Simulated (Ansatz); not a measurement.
A structure relaxed at PBE0-D4/def2-TZVP, charge 0, multiplicity 1:

| atom | x (Å) | y (Å) | z (Å) |
| --- | --- | --- | --- |
| C1 | -1.505 | 0.036 | 0.305 |
| Si2 | 0.336 | 0.000 | 0.451 |
| F3 | 0.833 | 1.443 | 0.922 |
| P4 | 1.357 | -0.649 | -1.432 |
| Cl5 | 0.894 | -1.315 | 1.924 |
| H6 | -1.952 | 0.331 | 1.258 |
| H7 | -1.814 | 0.754 | -0.459 |
| H8 | -1.887 | -0.950 | 0.032 |
| H9 | 1.110 | 0.603 | -2.061 |
| H10 | 2.629 | -0.253 | -0.941 |

(1) Give its formula and SMILES.

(2) Summarise the bond lengths by kind.

Answers

(1) CH5ClFPSi, `C[Si](F)(P)Cl`.

(2) 1 × C–Si 1.847 Å; 3 × C–H 1.092 to 1.093 Å; 1 × F–Si 1.598 Å; 1 × P–Si 2.238 Å; 1 × Cl–Si 2.052 Å; 2 × H–P 1.420 to 1.423 Å.

All numbers were calculated with Ansatz.
